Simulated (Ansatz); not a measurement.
Species: BN$_{2}$H$_{4}$, charge 0, doublet. BN2H4 (SMILES [NH]BN, doublet).
B3LYP-D3(BJ)/def2-TZVP minimum from Ansatz (a first-principles code):
```xyz
7

B     -0.1977    -0.1363    -0.3950
H     -0.6992    -0.6180    -1.3776
N     -0.2306     1.2860    -0.2866
H      0.3758     1.8333    -0.8939
N      0.2837    -0.9855     0.6081
H      0.7047    -0.6510     1.4588
H      0.2355    -1.9863     0.5374
```
Charge 0, spin multiplicity 2.

Total energies in aug-cc-pVDZ, 17 correlated electrons, 3 frozen orbitals. Open shells are spin-unrestricted; no spin-orbit coupling. Cores are frozen in correlated methods. No relativity.

| method | program | energy (Eh) | minus CCSDT(Q) (mEh) |
|---|---|---|---|
| HF | Ansatz | -135.95878 | 459.25 |
| MP2 | Ansatz | -136.36662 | 51.41 |
| CCSD | Ansatz | -136.40244 | 15.59 |
| CCSD(T) | Ansatz | -136.41609 | 1.94 |
| CCSDT(Q) | Ansatz | -136.41803 | 0.00 |

Rough core times of Ansatz's runs on a shared machine: CCSD(T) 40 s, CCSDT(Q) 4 h.
